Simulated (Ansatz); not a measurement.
Basis-set series for C3H6Zn (`C=[CH][Zn][CH3]`). The species carries charge 0 and has multiplicity 1. The geometry is a stationary point of PBE0-D4/def2-TZVP. It is one conformer, not always the lowest.

Cartesian coordinates in Å:
```
C -1.887 0.586 1.335
C -0.651 0.974 1.020
Zn 0.495 0.031 -0.216
C 1.629 -0.930 -1.460
H -2.512 1.137 2.036
H -2.349 -0.304 0.912
H -0.299 1.883 1.510
H 1.066 -1.708 -1.982
H 2.045 -0.257 -2.214
H 2.463 -1.411 -0.942
```

| functional | basis | functions | energy (Eh) | HOMO (eV) | LUMO (eV) |
| --- | --- | --- | --- | --- | --- |
| PBE0-D4 | def2-SVP | 103 | -1896.54755 | -7.14 | 0.06 |
| PBE0-D4 | def2-QZVPP | 451 | -1896.98507 | -7.27 | -0.58 |
| ωB97M-V | def2-SVP | 103 | -1896.77012 | -9.32 | 1.75 |
| ωB97M-V | def2-QZVPP | 451 | -1897.21330 | -9.47 | 0.83 |

Problem. Give the rows for def2-TZVPP. (Estimate.)

Solution. Ansatz gave: 
```
functional       basis  functions  energy (Eh)  HOMO (eV)  LUMO (eV)
   PBE0-D4  def2-TZVPP        241  -1896.93493      -7.27      -0.54
   ωB97M-V  def2-TZVPP        241  -1897.16471      -9.46       1.09
```

Positive LUMOs are unbound and depend on the basis. Scalar relativity is left out up to krypton.
